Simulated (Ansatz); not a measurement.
Basis-set series for C2H5BrN2, SMILES `CNC(=N)Br`. Total charge 0; spin multiplicity 1. Geometry: relaxed with PBE0-D4/def2-TZVP. It is one conformer, not always the lowest.

Cartesian coordinates in Å:
```
C -0.6217 1.2350 -0.1473
N 0.5270 0.4141 0.1497
C 0.4250 -0.9273 0.1261
N -0.6403 -1.5645 -0.0500
Br 2.1635 -1.7573 0.4304
H -0.9627 1.0989 -1.1780
H -1.4468 0.9746 0.5170
H -0.3521 2.2788 0.0100
H 1.4452 0.8156 0.1408
H -0.5370 -2.5679 0.0014
```

| functional | basis | functions | energy (Eh) | HOMO (eV) | LUMO (eV) |
| --- | --- | --- | --- | --- | --- |
| PBE0-D4 | def2-TZVPP | 242 | -2762.44280 | -7.23 | -0.25 |
| PBE0-D4 | def2-QZVPP | 467 | -2762.50603 | -7.26 | -0.38 |
| ωB97M-V | def2-TZVPP | 242 | -2762.73280 | -9.48 | 1.75 |
| ωB97M-V | def2-QZVPP | 467 | -2762.79374 | -9.51 | 1.40 |

Give the rows for def2-SVP. (An estimate is asked.)

Ansatz gave: 
| functional | basis | functions | energy (Eh) | HOMO (eV) | LUMO (eV) |
| --- | --- | --- | --- | --- | --- |
| PBE0-D4 | def2-SVP | 113 | -2761.91731 | -7.02 | 0.05 |
| ωB97M-V | def2-SVP | 113 | -2762.19988 | -9.25 | 2.18 |

Positive LUMOs are unbound and depend on the basis. Scalar relativity is left out up to krypton.
